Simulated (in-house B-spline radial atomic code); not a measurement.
**Ionising Mo4+ with different functionals**

Computed with a radial B-spline atomic code at the basis-set limit: non-relativistic Hamiltonian, point nucleus, spin-polarised at highest spin, spherical fractional occupations for the functionals, the average over the highest-spin determinants for Hartree-Fock. The ionisation energy is the difference of two self-consistent energies, [Kr] 4d2 → [Kr] 4d1, without Breit or QED terms; ε is the level of the shell that loses the electron (its least bound occupied spin orbital). There is no spin-orbit coupling in this Hamiltonian.

Hybrids are left out here: with spherical fractional occupations of an open shell their exact exchange keeps a self-interaction that integer-occupation calculations don't have.

| method | rung | ΔSCF (eV) | -ε(4d) (eV) |
| --- | --- | --- | --- |
| Hartree-Fock | Hartree-Fock | 53.50 | 54.10 |
| LDA VWN5 | LDA | 54.83 | 47.75 |
| LDA PW92 | LDA | 54.82 | 47.74 |
| LDA exchange-only | LDA | 53.36 | 46.36 |
| PBE | GGA | 54.73 | 47.66 |
| PBEsol | GGA | 54.69 | 47.63 |
| BLYP | GGA | 54.55 | 47.46 |
| RPBE | GGA | 54.70 | 47.63 |
| PW91 | GGA | 54.80 | 47.73 |
| BP86 | GGA | 54.75 | 47.69 |
| AM05 | GGA | 54.67 | 47.60 |
| OLYP | GGA | 54.93 | 47.82 |
| TPSS | meta-GGA | 54.58 | 47.54 |
| SCAN | meta-GGA | 54.51 | 47.57 |
| r2SCAN | meta-GGA | 54.54 | 47.60 |
| M06-L | meta-GGA | 54.38 | 47.39 |
| revTPSS | meta-GGA | 54.52 | 47.48 |

(1) How do they compare with the NIST value?

Answers

(1) NIST lists 54.42 eV ± 0.019 (semi-empirical, ground level to ground level). Errors run from -1.05 to +0.51 eV; M06-L is closest (-0.04 eV), but part of that can be cancellation, since the calculations leave out relativity, Breit-QED terms, multiplet and fine-structure energies. Hartree-Fock also lacks correlation.
